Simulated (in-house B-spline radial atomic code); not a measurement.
How numerical settings move a run on B+, [He] 2s2. Computed with a B-spline radial code for spherical atoms: scalar-relativistic (X2C) LDA PW92, spin-polarised, spherical fractional occupations, Fermi nucleus of rms radius 2.406 fm.

Command:
```bash
python run_scf.py task.json out
```
Settings of the sound reference run:
```
Z                5
electrons        4
configuration    [He] 2s2
hamiltonian      x2c
method           lda,pw
spin_polarised   True
nucleus          fermi
rms_radius       2.406
mass_number      11
atomic_mass      11.00931
speed_of_light   137.036
knot_spacing     0.22
spline_order     8
gauss_points     12
box_radius       35.29
max_iterations   70
damping          0.5
damped_steps     3
diis_vectors     10
tolerance        1e-08
start            Thomas-Fermi
```

Time taken, with all properties: 0.24 s on 1 thread of Intel(R) Xeon(R) Platinum 8488C (shared host).

It converges in 7 iterations to -24.044063 hartree, with 2s up at -19.41 eV. The other runs change the listed settings, some to values that make no sense; their results aren't properties of the atom or ion. Radii are in bohr (the nuclear one in fm), a minus after a letter asks for a j subshell, and «unchanged» means within 1e-8 hartree. The run stops when the residual is below 10 × tolerance × max(1, Z/10), or a noise floor if that is larger, and the energy moves by less than 1e-8 × √|E| hartree; so very loose and very tight tolerances often act alike.

```tsv
changed settings	outcome
hamiltonian = dirac, method = hf, spin_polarised = False, speed_of_light = 2.494055	stopped with error: Z/c is past the critical charge
spline_order = 3	converged in 7 iterations, energy +3.86e-04 hartree from the reference, 2s up level +3.7e-04 eV
first_knot = 0.6	converged in 8 iterations, energy +2.25e-02 hartree from the reference, 2s up level +8.1e-03 eV
spline_order = 4	converged in 8 iterations, energy +4.69e-06 hartree from the reference, 2s up level +7.4e-06 eV
electrons = 5, configuration = [He] 2s2 3p-1, max_iterations = 75	stopped with error: j subshells need the Dirac Hamiltonian and l > 0
first_knot = 2e-05	converged in 8 iterations, energy -2.68e-07 hartree from the reference, 2s up level +5.7e-06 eV
knot_spacing = 0.4, spline_order = 5, box_radius = 17.64, max_iterations = 60, diis_vectors = 20	converged in 8 iterations, energy +2.22e-05 hartree from the reference, 2s up level -6.0e-05 eV
spline_order = 7	converged in 7 iterations, energy -1.54e-07 hartree from the reference, 2s up level -1.6e-06 eV
spline_order = 3, box_radius = 2.12, max_iterations = 60, tolerance = 1e-06, start = bare nucleus	converged in 7 iterations, energy +1.36e+00 hartree from the reference, 2s up level +2.5e+01 eV (the program warns: 2s up has a positive eigenvalue: unbound, held by the box; 2s down has a positive eigenvalue: unbound, held by the box)
spline_order = 10	converged in 7 iterations, energy unchanged, 2s up level +3.6e-07 eV
first_knot = 0.002	converged in 8 iterations, energy -6.21e-07 hartree from the reference, 2s up level +5.7e-06 eV
start = bare nucleus	converged in 8 iterations, energy unchanged, 2s up level +7.6e-06 eV
first_knot = 0.02	converged in 8 iterations, energy +2.40e-05 hartree from the reference, 2s up level +1.4e-05 eV
spline_order = 5, gauss_points = 8, box_radius = 3.53, max_iterations = 75	converged in 7 iterations, energy +9.86e-02 hartree from the reference, 2s up level +2.6e+00 eV (the program warns: 2s up reaches the box edge; 2s down reaches the box edge)
```

Q: What happens with spline_order = 6?

A: Converged in 7 iterations, energy -3.24e-08 hartree from the reference.

Q: What happens with first_knot = 0.06?

A: Converged in 8 iterations, energy +2.29e-04 hartree from the reference, 2s up level +8.8e-05 eV.

Q: What happens with gauss_points = 6, max_iterations = 5, damped_steps = 8?

A: Not converged after 5 iterations, last residual 1.1e-03, last energy +3.54e-05 hartree from the reference.

Q: What happens with max_iterations = 50, damping = 0.95, damped_steps = 0, diis_vectors = 20, tolerance = 1e-10?

A: Converged in 6 iterations, energy unchanged, 2s up level +7.6e-06 eV.
